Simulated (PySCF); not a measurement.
## Two-component Hartree-Fock for Dy⁶⁰⁺ (dysprosium, charge +60)

Start: [He] 2s2 2p2; 2p1/2 filled at m_j = -1/2, +1/2. Calculated with PySCF 2.14 in an even-tempered Gaussian basis (17 s from 42 bohr⁻², ratio 2.4; 13 p from 55 bohr⁻², ratio 2.4; 5 d from 180 bohr⁻², ratio 2.6; 4 f from 270 bohr⁻², ratio 2.6): generalised Hartree-Fock with the X2C-1e Hamiltonian and a Gaussian nucleus; one run each with spin-orbit coupling (SO) switched off, then screened by Boettger's factors.

| spinor shell | electrons | ε, spin-free (eV) | ε, screened SO (eV) | weight of nominal j (screened SO) | rms radius, screened SO (bohr) |
| --- | --- | --- | --- | --- | --- |
| 1s1/2 | 2 | -60231.2 | -60183.9 | 1.000 | 0.0239 |
| 2s1/2 | 2 | -14404.4 | -14389.9 | 1.000 | 0.0933 |
| 2p1/2 | 2 | -13592.0 | -14165.1 | 1.000 | 0.0790 |

```tsv
quantity	spin-free	screened SO
E (hartree)	-6714.44858	-6758.37476
M_J	0	0
⟨J²⟩	2.000	0.000
⟨L²⟩	2.000	1.333
⟨S²⟩	2.000	1.333
```

Breit and QED terms are absent; they matter most for the inner s and p1/2 levels.

Densities and radii are taken from the X2C orbitals without a picture-change correction, which distorts them close to the nucleus.

Without spin-orbit coupling the j labels of p, d and f shells carry no meaning; the spin-free column gives the mean over the occupied spinors of each nl shell.
